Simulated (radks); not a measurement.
The numbers below are computed, except where a source is named.
Removal energies from the gadolinium ion Gd9+, [Kr] 4d10 4f4 5s2 5p3, by Delta-SCF beside the eigenvalue of the level emptied. Code: a radial shooting solver on a logarithmic mesh with Libxc functionals. Model: scalar-relativistic Kohn-Sham, r2SCAN, spin-polarised, spherical densities, finite nucleus; meta-GGA in the generalised Kohn-Sham scheme; Fermi nuclear charge, rms radius of each element as measured or else 0.836 A^(1/3) + 0.57 fm. Open shells are filled with parallel spins first.

[
 {"removed from": "5p", "final configuration": "[Kr] 4d10 4f4 5s2 5p2", "Delta-SCF (eV)": "162.01", "-eigenvalue (eV)": "153.85"},
 {"removed from": "4f", "final configuration": "[Kr] 4d10 4f3 5s2 5p3", "Delta-SCF (eV)": "173.16", "-eigenvalue (eV)": "159.24"},
 {"removed from": "5s", "final configuration": "[Kr] 4d10 4f4 5s1 5p3", "Delta-SCF (eV)": "181.95", "-eigenvalue (eV)": "174.55"},
 {"removed from": "4d", "final configuration": "[Kr] 4d9 4f4 5s2 5p3", "Delta-SCF (eV)": "313.70", "-eigenvalue (eV)": "299.35"}
]
